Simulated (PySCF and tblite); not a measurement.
Values are calculated unless marked as measured or tabulated.
2 E/Z isomers of C₆H₉F, numbered alike:

```tsv
isomer	SMILES	descriptors
A	[CH2:1]=[CH:2]/[CH:3]=[C:4](\[F:5])[CH2:6][CH3:7]	3=4 Z
B	[CH2:1]=[CH:2]/[CH:3]=[C:4](/[F:5])[CH2:6][CH3:7]	3=4 E
```

Protocol: conformer search, at most 4 conformers an isomer, PBE0-D3(BJ)/def2-SVP geometries, energies PBE0/def2-TZVP (IEF-PCM, chloroform) (D3(BJ) added where defined), weights at 298.15 K with GFN2-xTB thermal terms. Programs: PySCF with density fitting and tblite.

Question: Rank the isomers by free energy at 298.15 K.

Answer: 
```json
{"isomer": "A", "ΔG (kcal/mol)": "0.0", "ΔE, lowest conformer": "0.0", "conformers": "3", "largest weight %": "58", "rms dipole (D)": "1.95"}
{"isomer": "B", "ΔG (kcal/mol)": "1.1", "ΔE, lowest conformer": "1.0", "conformers": "1", "largest weight %": "100", "rms dipole (D)": "1.68"}
```

Question: If they could interconvert freely, what would the mixture hold (chiral isomers as racemates)?

Answer: A 86 %, B 14 %. A racemate gains RT ln 2.

Thermal terms of a conformer that GFN2-xTB lacks, or places elsewhere, come from the nearest GFN2-xTB minimum; such a conformer stays in the set even outside the window. The search found a single conformer for at least one isomer; other rotamers may be missing.
